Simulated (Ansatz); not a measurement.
Wavefunction ladder for `[SiH3][N]([SiH3])[Ga]([N]([SiH3])[SiH3])[N]([SiH3])[SiH3]`

```xyz
28

Si   -1.508    2.678   -0.254
N    -0.132    1.798    0.327
Si    1.085    2.642    1.226
Ga    0.019   -0.010   -0.003
N     1.667   -0.781   -0.272
Si    3.021    0.167   -0.802
Si    1.915   -2.477   -0.002
N    -1.519   -1.026   -0.057
Si   -2.870   -0.616    0.950
Si   -1.651   -2.389   -1.117
H    -1.068    4.030   -0.697
H    -2.106    1.948   -1.402
H    -2.554    2.854    0.789
H     0.475    3.339    2.393
H     2.078    1.653    1.725
H     1.784    3.663    0.402
H     4.051    0.312    0.261
H     2.543    1.516   -1.203
H     3.664   -0.490   -1.972
H     3.108   -2.675    0.867
H     2.148   -3.218   -1.270
H     0.720   -3.042    0.678
H    -2.390    0.162    2.123
H    -3.524   -1.869    1.415
H    -3.890    0.196    0.233
H    -2.853   -2.252   -1.986
H    -1.774   -3.670   -0.372
H    -0.440   -2.441   -1.979
```

Total charge 0; spin multiplicity 1. Correlated methods include outer-core shells of Ga, which these sets cover unevenly. Scalar relativity is left out up to krypton. Geometry: relaxed with PBE0-D4/def2-TZVP. It is one conformer, not always the lowest. Frozen core, restricted reference, Ansatz.

| basis | HF (Eh) | MP2 corr. | CCSD corr. | (T) | CCSD(T) total |
| --- | --- | --- | --- | --- | --- |
| def2-SVP | ? | -1.32879 | ? | -0.04477 | ? |
| def2-TZVPP | ? | -1.62407 | -1.74132 | -0.06989 | ? |
| def2-QZVPP | ? | -1.96989 | – | – | – |

(1) Fill in the withheld values. (Best estimate.)

## Answers

(1) The calculation gave: def2-SVP HF (Eh): -3829.93696; def2-SVP CCSD corr.: -1.45463; def2-SVP CCSD(T) total: -3831.43636; def2-TZVPP HF (Eh): -3831.01252; def2-TZVPP CCSD(T) total: -3832.82373; def2-QZVPP HF (Eh): -3831.11696.
